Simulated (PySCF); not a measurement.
Record of a relaxation.

Te(OH)F5.
Bonds: Te1–O2, Te1–F4, Te1–F5, Te1–F6, Te1–F7, Te1–F8. Hydrogens: H3 on O2.

Method: PySCF 2.14.0, PBE0-D3(BJ)/def2-SVP geometry optimisation, gas phase, def2 core potentials past Kr; density fitting, grid level 1; the optimiser is geomeTRIC in internal coordinates, started from a GFN2-xTB structure with every atom displaced at random (about 0.03 Å). The frame can shift and turn from step to step; on so coarse a grid that alone can change the energy by a few meV, and forces under 0.02 eV/Å are noise.

Step 0: E = -22911.7922 eV, largest atomic force 8.857 eV/Å
```
atom  x, y, z in Å  |  force x, y, z in eV/Å
Te1     0.164   -0.104   -0.202   -4.404   5.597  -5.264
O2      0.178    0.024    1.614   -0.893   0.126   3.274
H3     -0.738    0.202    1.957    0.942  -0.167  -0.371
F4      0.244   -0.104   -2.123   -0.407  -0.222   0.888
F5      1.964   -0.097   -0.322    2.662  -0.183   0.483
F6     -1.812    0.041   -0.270    1.910  -0.431   0.273
F7      0.101    1.847   -0.438    0.273  -1.691   0.522
F8      0.037   -1.895   -0.299   -0.082  -3.029   0.195
```

Step 1: E = -22912.3564 eV, largest atomic force 1.697 eV/Å
```
atom  x, y, z in Å  |  force x, y, z in eV/Å
Te1     0.125   -0.070   -0.261   -0.660   1.090  -1.120
O2      0.222    0.041    1.638   -0.646  -0.119   0.427
H3     -0.664    0.214    2.013    0.192  -0.064  -0.114
F4      0.128   -0.107   -2.151    0.325  -0.125   0.294
F5      2.000   -0.064   -0.167    0.019  -0.224  -0.361
F6     -1.776    0.026   -0.394    0.382  -0.205   0.487
F7      0.098    1.822   -0.438    0.194  -0.324   0.161
F8      0.005   -1.946   -0.325    0.194  -0.029   0.226
```

Step 2: E = -22912.4147 eV, largest atomic force 0.529 eV/Å
```
atom  x, y, z in Å  |  force x, y, z in eV/Å
Te1     0.145   -0.055   -0.259   -0.085   0.196  -0.324
O2      0.125    0.034    1.658    0.501  -0.130  -0.032
H3     -0.778    0.200    1.977   -0.087  -0.013  -0.223
F4      0.189   -0.103   -2.139   -0.229  -0.123   0.010
F5      2.029   -0.072   -0.339   -0.284  -0.134   0.425
F6     -1.744    0.030   -0.255   -0.139  -0.118  -0.111
F7      0.140    1.823   -0.435    0.136   0.050   0.138
F8      0.033   -1.943   -0.291    0.188   0.272   0.117
```

Step 3: E = -22912.4670 eV, largest atomic force 0.102 eV/Å
```
atom  x, y, z in Å  |  force x, y, z in eV/Å
Te1     0.130   -0.034   -0.272    0.033  -0.081  -0.052
O2      0.159    0.021    1.640    0.033   0.074   0.058
H3     -0.748    0.176    1.949   -0.065  -0.006   0.019
F4      0.144   -0.109   -2.148   -0.044  -0.001  -0.043
F5      2.005   -0.091   -0.272    0.027   0.042   0.014
F6     -1.759    0.022   -0.283   -0.065  -0.014   0.005
F7      0.146    1.843   -0.429    0.064   0.053   0.038
F8      0.061   -1.914   -0.269    0.017  -0.068  -0.039
```

Step 4: E = -22912.4595 eV, largest atomic force 0.210 eV/Å
```
atom  x, y, z in Å  |  force x, y, z in eV/Å
Te1     0.130   -0.043   -0.275   -0.017   0.081   0.043
O2      0.156    0.045    1.638   -0.040  -0.123   0.049
H3     -0.755    0.197    1.940   -0.002  -0.029   0.001
F4      0.130   -0.123   -2.153   -0.020   0.144   0.026
F5      2.005   -0.067   -0.272    0.032  -0.101  -0.021
F6     -1.765   -0.010   -0.280    0.064   0.081  -0.018
F7      0.175    1.840   -0.379   -0.103  -0.032  -0.181
F8      0.063   -1.924   -0.303    0.085  -0.021   0.100
```

Step 5: E = -22912.4679 eV, largest atomic force 0.086 eV/Å
```
atom  x, y, z in Å  |  force x, y, z in eV/Å
Te1     0.131   -0.039   -0.273   -0.002  -0.016  -0.008
O2      0.158    0.034    1.639   -0.010  -0.031   0.046
H3     -0.751    0.190    1.946   -0.019  -0.019  -0.002
F4      0.139   -0.118   -2.150   -0.032   0.080  -0.006
F5      2.006   -0.084   -0.272    0.016  -0.011   0.002
F6     -1.762    0.009   -0.282   -0.004   0.019  -0.004
F7      0.156    1.841   -0.404    0.006   0.005  -0.072
F8      0.062   -1.920   -0.288    0.045  -0.027   0.045
```

Step 6: E = -22912.4694 eV, largest atomic force 0.043 eV/Å
```
atom  x, y, z in Å  |  force x, y, z in eV/Å
Te1     0.131   -0.037   -0.273   -0.010  -0.020  -0.013
O2      0.156    0.028    1.641   -0.017   0.021   0.022
H3     -0.753    0.182    1.947   -0.006  -0.021  -0.008
F4      0.137   -0.110   -2.150   -0.026   0.026   0.007
F5      2.007   -0.082   -0.271    0.005  -0.012   0.002
F6     -1.762    0.011   -0.281    0.009   0.018  -0.002
F7      0.159    1.842   -0.417    0.003  -0.006  -0.009
F8      0.064   -1.919   -0.280    0.043  -0.005   0.000
```

Step 7: E = -22912.4698 eV, largest atomic force 0.051 eV/Å
```
atom  x, y, z in Å  |  force x, y, z in eV/Å
Te1     0.133   -0.036   -0.273   -0.014  -0.036   0.020
O2      0.152    0.026    1.643   -0.006   0.015  -0.006
H3     -0.761    0.173    1.944    0.002  -0.018  -0.011
F4      0.132   -0.099   -2.150   -0.008   0.004   0.002
F5      2.009   -0.088   -0.270   -0.006   0.047  -0.001
F6     -1.759    0.013   -0.279   -0.008  -0.027  -0.004
F7      0.150    1.844   -0.415    0.051  -0.002   0.006
F8      0.083   -1.919   -0.284   -0.011   0.017  -0.006
```

Step 8: E = -22912.4707 eV, largest atomic force 0.043 eV/Å
```
atom  x, y, z in Å  |  force x, y, z in eV/Å
Te1     0.134   -0.035   -0.272    0.020  -0.015   0.035
O2      0.147    0.023    1.644   -0.005   0.018  -0.017
H3     -0.770    0.157    1.939    0.002  -0.019   0.002
F4      0.125   -0.089   -2.149    0.008  -0.017  -0.012
F5      2.010   -0.073   -0.269   -0.005   0.004  -0.007
F6     -1.759    0.003   -0.276   -0.015   0.001  -0.006
F7      0.159    1.845   -0.412   -0.005   0.014   0.018
F8      0.092   -1.918   -0.288    0.000   0.013  -0.012
```

Step 9: E = -22912.4711 eV, largest atomic force under 0.02 eV/Å
```
atom  x, y, z in Å  |  force x, y, z in eV/Å
Te1     0.135   -0.033   -0.272    0.000   0.014   0.005
O2      0.144    0.021    1.644    0.002   0.011  -0.012
H3     -0.775    0.144    1.937   -0.004  -0.017   0.005
F4      0.128   -0.085   -2.149    0.007  -0.004   0.006
F5      2.010   -0.063   -0.267   -0.004  -0.001  -0.002
F6     -1.759   -0.002   -0.279    0.013   0.004  -0.004
F7      0.156    1.848   -0.405   -0.013  -0.009   0.007
F8      0.100   -1.916   -0.293   -0.001   0.002  -0.005
```

Problem. Summarise the path.

Solution. The energy falls by 15.66 kcal/mol from step 0 to step 9; nine tenths of that is first reached at step 2. It rises by more than 0.2 meV at step 4. The largest force goes from 8.857 to under 0.02 eV/Å. Among the bonds Te1–O2 changes most, from 1.821 to 1.916 Å; the atoms move by 0.076 Å rms after alignment.

Problem. Follow the three bonds and two angles with the largest change from start to end.

Solution. 
```tsv
step	E above end (kcal/mol)	largest force (eV/Å)	Te1–O2 (Å)	Te1–F6 (Å)	Te1–F8 (Å)	F5–Te1–F6 (°)	F7–Te1–F8 (°)
0	15.66	8.857	1.821	1.982	1.798	172.8	168.4
1	2.65	1.697	1.904	1.908	1.881	176.7	171.4
2	1.30	0.529	1.920	1.891	1.892	176.9	172.8
3	0.10	0.102	1.913	1.891	1.881	179.7	175.0
4	0.27	0.210	1.915	1.895	1.883	179.8	175.9
5	0.07	0.086	1.914	1.893	1.883	179.8	175.4
6	0.04	0.043	1.915	1.893	1.883	179.8	175.3
7	0.03	0.051	1.916	1.893	1.884	179.8	175.2
8	0.01	0.043	1.917	1.893	1.884	180.0	175.2
9	0.00	under 0.02	1.916	1.894	1.883	179.9	175.3
```

What follows is the cost of the whole optimisation. On AMD EPYC 9R14, one thread, on a shared host, this took 47 s of wall time and 0.48 GiB of memory at its peak.
